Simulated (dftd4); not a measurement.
CF$_{3}$ (SMILES F[C-](F)F), charge -1, singlet, at a GFN2-xTB geometry; D4 for b3lyp in dftd4.

dftd4 was given this input:
```
$ dftd4 mol.xyz --func b3lyp --charge -1 --json dftd4.json --noedisp --property

# file mol.xyz
4

C      0.01018319    -0.00657116     0.53245374
F     -0.01807559     1.27792011    -0.10226750
F      1.11097537    -0.62281319    -0.14731810
F     -1.09968858    -0.65072614    -0.10538356
```

Question: Write the output that dftd4 gives for this input, abridged.

Answer: 
```
                    ____  _____ _____     ____  _  _
      -------------|  _ \|  ___|_   _|---|  _ \| || |------------
     |             | | | | |_    | | ___ | | | | || |_           |
     |             | |_| |  _|   | ||___|| |_| |__   _|          |
     |             |____/|_|     |_|     |____/   |_|            |
     |             ===================================           |
     |            E. Caldeweyher, S. Ehlert & S. Grimme          |
     |          Mulliken Center for Theoretical Chemistry        |
     |                    University of Bonn                     |
      -----------------------------------------------------------

Rational (Becke-Johnson) damping: b3lyp-D4-ATM
---------------------
  s6         1.0000
  s8         2.0293
  s9         1.0000
  a1         0.4087
  a2         4.5381
 alp        16.0000
--------------------

Atomic data, radii in Ångström:
------------------------------------------------------
   Z          R(cov)      r4/r2   hardness         EN
------------------------------------------------------
   6 C        1.0000     1.6431     0.4220     2.5500
   9 F        0.8533     1.2638     0.6693     3.9800
------------------------------------------------------

Atomic reference systems (in atomic units):
----------------------------------------------------------------------------
   Z        #      CN     q+Z       C6(AA)   #      CN     q+Z       C6(AA)
----------------------------------------------------------------------------
   6 C      1  0.0000  6.0000      49.3833   2  0.9189  5.8288      52.1688
            3  1.9079  5.8579      35.6972   4  2.8312  5.7775      35.8445
            5  3.7487  5.7435      28.6317   6  2.9183  5.8956      32.2504
            7  0.8556  6.2103      25.6194
   9 F      1  0.0000  9.0000       9.7374   2  0.7408  8.7523      11.7796
----------------------------------------------------------------------------

Atomic properties (in atomic units):
----------------------------------------------------------------------------
     #    Z              CN          q      C6(AA)        C8(AA)   alpha(0)
----------------------------------------------------------------------------
     1    6 C        2.3366     0.0654     28.8249      833.6675     8.7081
     2    9 F        0.7805    -0.3551     13.0158      222.7168     4.1559
     3    9 F        0.7805    -0.3551     13.0158      222.7168     4.1559
     4    9 F        0.7805    -0.3551     13.0158      222.7168     4.1559
----------------------------------------------------------------------------

Molecular properties (in atomic units):
----------------------------------------
 molecular C6                 257.0169
 molecular C8                5308.5357
----------------------------------------

Dispersion energy:      -2.7636219706394E-03 Eh

[Info] JSON dump of results written to 'dftd4.json'
```
